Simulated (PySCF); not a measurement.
A species of formula C5H4F2O2 has this rotational fingerprint, computed with PBE0/pcSseg-1 in PySCF (dipole) on a GFN2-xTB geometry, gas phase:

```
Rotational constants : A = 4010, B = 1018, C = 949.9 MHz
Dipole components    : |μa| = 0.79 D, |μb| = 1.98 D, |μc| = 0.00 D
Inertial defect      : -90.32 u·Å²
κ                    : -0.96
```

Task: Which structure is it? (One computed conformer of each.)
A. `[O:1]=[CH:2][C:3]1=[CH:4][CH2:5][C:6]([F:7])([F:8])[O:9]1` with O1–C2–C3–C4 0°
B. `[O:1]=[CH:2][C@@H:3]1[O:4][CH2:5][C:6]([F:7])=[C:8]1[F:9]` with O1–C2–C3–O4 -154°

Result: A. It is O=CC1=CCC(F)(F)O1, a near-prolate asymmetric top, point group Cs. The candidates at the same level (rigid rotor, commonest isotopes):

```json
{"SMILES": "O=C[C@@H]1OCC(F)=C1F", "A (MHz)": "2688", "B (MHz)": "1310", "C (MHz)": "960.6", "μa (D)": "2.11", "μb (D)": "1.92", "μc (D)": "0.16", "Δ (u·Å²)": "-47.86", "point group": "C1", "rotor": "asymmetric top"}
{"SMILES": "O=CC1=CCC(F)(F)O1", "A (MHz)": "4010", "B (MHz)": "1018", "C (MHz)": "949.9", "μa (D)": "0.79", "μb (D)": "1.98", "μc (D)": "0.00", "Δ (u·Å²)": "-90.32", "point group": "Cs", "rotor": "near-prolate asymmetric top"}
```

`O=C[C@@H]1OCC(F)=C1F` has A 33 % too low. In the right answer the mirror of this Cs structure is the ab plane, so μc vanishes by symmetry. No structure here is proved a minimum.
